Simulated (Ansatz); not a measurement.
C6H18GeOSi⁻, that is GeMe3(OSiMe3) with one electron more. Total charge -1; doublet. Geometry PBE0-D4/def2-SVP, that of the neutral singlet; atoms count from 1.

```xyz
27

Ge   -1.2991   -0.8194   -0.6222
C    -1.5570   -2.7316   -0.8473
H    -0.7666   -3.1483   -1.4885
H    -2.5331   -2.9418   -1.3098
H    -1.5140   -3.2368    0.1287
C    -2.6180   -0.0417    0.5842
H    -3.6370   -0.2020    0.1998
H    -2.4566    1.0405    0.6946
H    -2.5441   -0.5062    1.5784
C    -1.2619    0.1200   -2.3303
H    -0.4254   -0.2426   -2.9456
H    -1.1375    1.2022   -2.1785
H    -2.1989   -0.0453   -2.8839
O     0.3083   -0.6608    0.1363
Si    1.3819    0.4941    0.6567
C     1.9554    1.5482   -0.7916
C     2.8398   -0.4126    1.4063
C     0.5753    1.5982    1.9485
H     2.7204    2.2748   -0.4732
H     1.1215    2.1154   -1.2349
H     2.3945    0.9213   -1.5839
H     3.3123   -1.0725    0.6617
H     3.6040    0.2910    1.7736
H     2.5165   -1.0390    2.2526
H    -0.2607    2.1756    1.5222
H     0.1797    1.0005    2.7851
H     1.3001    2.3186    2.3610
```

The highest occupied level of the charge -1 doublet lies above zero (up to 2.84 eV). By energy differences it is unbound by 1.69 eV (vertical, to the charge 0 singlet, at PBE0-D4/def2-TZVP) and held by the finite basis.

Q: Estimate the Mulliken populations from the PBE0/def2-TZVP orbitals of Ansatz.

A: 
| atom | charge (e) | spin (α − β) |
| --- | --- | --- |
| Ge1 | 0.38 | 0.17 |
| C2 | -0.18 | -0.30 |
| H3 | 0.00 | 0.13 |
| H4 | -0.03 | 0.15 |
| H5 | 0.00 | 0.13 |
| C6 | -0.08 | -0.40 |
| H7 | -0.04 | 0.17 |
| H8 | -0.05 | 0.20 |
| H9 | -0.05 | 0.18 |
| C10 | -0.05 | -0.43 |
| H11 | -0.06 | 0.19 |
| H12 | -0.08 | 0.23 |
| H13 | -0.05 | 0.17 |
| O14 | -0.44 | -0.02 |
| Si15 | 0.35 | 0.17 |
| C16 | -0.20 | -0.28 |
| C17 | -0.24 | -0.24 |
| C18 | -0.18 | -0.30 |
| H19 | 0.00 | 0.11 |
| H20 | -0.01 | 0.15 |
| H21 | -0.02 | 0.14 |
| H22 | 0.04 | 0.08 |
| H23 | 0.02 | 0.09 |
| H24 | 0.04 | 0.09 |
| H25 | -0.04 | 0.18 |
| H26 | -0.02 | 0.14 |
| H27 | 0.00 | 0.11 |
Mulliken values and Mayer orders depend strongly on the basis.

Q: Where does the spin sit?

A: Summed by element: Ge 0.17, C -1.96, H 2.63, O -0.02, Si 0.17, of 1 unpaired in all. Largest on single atoms: C10 -0.43, C6 -0.40, C2 -0.30.

Q: And the Mayer bond orders between bonded heavy atoms (over 0.3)?

A: Ge1–C2 0.78 (1.94 Å); Ge1–C6 0.71 (1.95 Å); Ge1–C10 0.69 (1.95 Å); Ge1–O14 0.91 (1.78 Å); O14–Si15 1.18 (1.66 Å); Si15–C16 0.83 (1.88 Å); Si15–C17 0.84 (1.87 Å); Si15–C18 0.82 (1.88 Å). Values over 0.3 also appear between atoms too far apart for a bond (C6–C10 0.32 at 3.22 Å); they arise where an orbital or an unpaired electron spreads over both atoms.
